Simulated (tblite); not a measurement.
C5H5SSe (doublet state).
Numbering: `[CH3:1][c:2]1[cH:3][cH:4][c:5]([Se:6])[s:7]1` (hydrogens: H8, H9, H10 on C1; H11 on C3; H12 on C4)
Bond orders are those of one Lewis drawing.

Computed with GFN2-xTB (tblite), gas phase: L-BFGS steps from a force-field or distance-geometry start until the largest atomic force falls under 0.01 eV/Å.

Step 0: E = -533.6399 eV
```
atom  x, y, z in Å  |  force x, y, z in eV/Å
C1     -2.0509    0.3715   -0.0201   -0.694   0.945   0.627
C2     -0.5781    0.2472   -0.0625    0.482  -0.186  -0.029
C3      0.1703   -0.8679    0.2361   -3.086  -1.116   0.372
C4      1.5021   -0.6983    0.1136    2.920  -2.411   0.638
C5      1.9122    0.5234   -0.2470    2.075   1.524  -0.607
Se6     3.9816    0.9359   -0.4762   -2.681  -0.256   0.219
S7      0.5058    1.5265   -0.4797    0.279   0.707  -0.230
H8     -2.3655    1.4306    0.1674    0.394  -0.716  -0.158
H9     -2.4265   -0.2122    0.8525    0.088   0.162  -0.893
H10    -2.5427    0.0939   -0.9686    0.288  -0.218   0.509
H11    -0.3159   -1.8188    0.5301    0.447   0.742  -0.215
H12     2.2088   -1.5325    0.3284   -0.513   0.824  -0.234
```

Step 1: E = -533.9254 eV
```
atom  x, y, z in Å  |  force x, y, z in eV/Å
C1     -2.0608    0.3850   -0.0111    0.104   0.297   0.087
C2     -0.5712    0.2445   -0.0629   -0.144   0.079  -0.013
C3      0.1262   -0.8838    0.2414    1.510   0.321  -0.257
C4      1.5438   -0.7327    0.1227   -1.311   1.332  -0.252
C5      1.9419    0.5452   -0.2557    0.927  -0.898   0.142
Se6     3.9433    0.9322   -0.4731   -2.400  -0.134   0.168
S7      0.5098    1.5366   -0.4830    0.464   0.227  -0.102
H8     -2.3598    1.4203    0.1652    0.164  -0.025  -0.011
H9     -2.4253   -0.2098    0.8397   -0.046   0.038  -0.534
H10    -2.5386    0.0908   -0.9613    0.245  -0.151   0.468
H11    -0.3096   -1.8082    0.5270   -0.283  -0.388   0.141
H12     2.2015   -1.5208    0.3250    0.769  -0.697   0.162
```

Q: Estimate the geometry and energy of step 2. (The exact step hangs on the optimiser's Hessian estimate; all steps are aligned on step 1, rigid shifts and turns removed.)

A: E = -534.0790 eV, largest force 2.078 eV/Å
```
atom  x, y, z in Å  |  force x, y, z in eV/Å
C1     -2.0621    0.3923   -0.0076    0.388  -0.028  -0.094
C2     -0.5713    0.2449   -0.0632    0.028   0.215  -0.030
C3      0.1339   -0.8839    0.2395    0.956   0.286  -0.199
C4      1.5380   -0.7248    0.1219   -0.492   0.409  -0.050
C5      1.9616    0.5394   -0.2561    0.448  -0.527   0.071
Se6     3.9025    0.9295   -0.4702   -2.072  -0.084   0.135
S7      0.5168    1.5422   -0.4851    0.424  -0.001  -0.035
H8     -2.3562    1.4173    0.1644    0.064   0.306   0.049
H9     -2.4256   -0.2087    0.8295   -0.103  -0.042  -0.306
H10    -2.5343    0.0880   -0.9534    0.190  -0.126   0.340
H11    -0.3115   -1.8104    0.5280   -0.150  -0.203   0.078
H12     2.2094   -1.5266    0.3262    0.319  -0.204   0.041
```

The energy changes by -0.1536 eV. The first-order estimate −F·Δx gives -0.1829 eV and the mean of the old and new forces, exact on a quadratic surface, -0.1533 eV. The step makes an angle of 29° with the force vector and moves no atom by more than 0.041 Å.

What follows is the cost of the whole relaxation. On an Arm Neoverse V2 with one thread, no GPU, shared host, this took 0.17 s wall.
